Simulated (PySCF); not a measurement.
# Continuum solvent and chemical shifts

Atoms are numbered as in `[CH3:1][C:2]1([AlH2:3])[CH2:4][CH2:5][CH2:6]1` (H(Xn): hydrogen on atom n).

GIAO PBE0/pcSseg-1 in PySCF on one PBE0-D3(BJ)/def2-SVP conformer, non-relativistic, equivalent nuclei averaged. Solvents enter as an IEF-PCM continuum (methanol with ε = 32.6, water with ε = 78.4) around the gas-phase geometry. Shifts are referred to TMS, AlH4- computed in the same medium.

Gas phase, δ in ppm: C4/C6 36.5, C2 29.3, C1 22.7, C5 22.7, Al3 221.8, H(Al3) 5.53, Ha(C4)/Ha(C6) 2.26, Hb(C5) 1.72, Hb(C4)/Hb(C6) 1.57, Ha(C5) 1.21, H(C1) 1.09. Dipole moment 0.73 D.

**Question.** How does each δ change in the continuum?

**Answer.** 
```csv
atoms,environment,"Δδ, methanol","Δδ, water"
C4/C6,sp3 CH2 in a ring,+0.6,+0.6
C2,fully substituted sp3 carbon bonded to Al,+0.4,+0.4
C1,methyl carbon,+1.4,+1.5
C5,sp3 CH2 in a ring,-0.4,-0.4
Al3,"aluminium bonded to C, 2 H",-36.4,-37.4
H(Al3),hydrogen on an aluminium bonded to C,-0.56,-0.57
Ha(C4)/Ha(C6),hydrogen on an sp3 CH2 in a ring,-0.08,-0.08
Hb(C5),hydrogen on an sp3 CH2 in a ring,-0.09,-0.10
Hb(C4)/Hb(C6),hydrogen on an sp3 CH2 in a ring,-0.06,-0.06
Ha(C5),hydrogen on an sp3 CH2 in a ring,+0.27,+0.28
H(C1),hydrogen on a methyl carbon,+0.02,+0.02
```

Changes are relative to the gas phase. The dipole moment becomes 0.80 D in methanol, 0.79 D in water.

**Question.** Which nuclei move most (in ppm), and what does the model miss?

**Answer.** Al3 (aluminium bonded to C, 2 H, -37.4 ppm) in water. A continuum only polarises the solute; specific hydrogen bonds, the anisotropy of aromatic solvents and changes of geometry or conformer are outside it.
